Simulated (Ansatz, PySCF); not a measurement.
Cd(Me)(OSiH3) (CH6CdOSi), SMILES [CH3][Cd][O][SiH3].

Coordinates come from a PBE0-D3(BJ)/def2-SVP optimisation. The structure was generated by enumeration; whether it is a known compound was not checked. The def2 effective core potentials stand for the cores of Cd; spin–orbit coupling is left out. Other conformers were not sampled.

Vertical ionisation energy (IE) and electron affinity (EA) in eV. Rows of orbital energies are one-electron estimates. Where ΔSCF, EOM or ADC give a negative EA the extra electron is unbound and the value depends on the basis.

| level | IE | EA |
|---|---|---|
| −ε(HOMO), −ε(LUMO), ωB97X/def2-TZVP (PySCF) | 10.22 | -1.03 |
| −ε(HOMO), −ε(LUMO), PBE/def2-TZVP (PySCF) | … | … |
| ΔSCF, CAM-B3LYP/def2-SVPD (Ansatz), final states of multiplicity 2 and 2 | 9.97 | -0.59 |
| ΔSCF, PBE/def2-SVPD (Ansatz), final states of multiplicity 2 and 2 | 9.35 | -0.39 |

**Question.** Fill in the missing entries. (An estimate is asked for; the answer gives what the named calculation found.)

**Answer.** 
- −ε(HOMO), −ε(LUMO), PBE/def2-TZVP (PySCF), IE: 6.33
- −ε(HOMO), −ε(LUMO), PBE/def2-TZVP (PySCF), EA: 1.70

**Question.** What vertical singlet–triplet gap does ΔSCF give with CAM-B3LYP/def2-SVPD (Ansatz, a first-principles code) and with PBE/def2-SVPD (Ansatz)? (Estimate from the structure and the level; the computed values follow.)

**Answer.** 5.63 and 4.92 eV (triplet above singlet where positive).
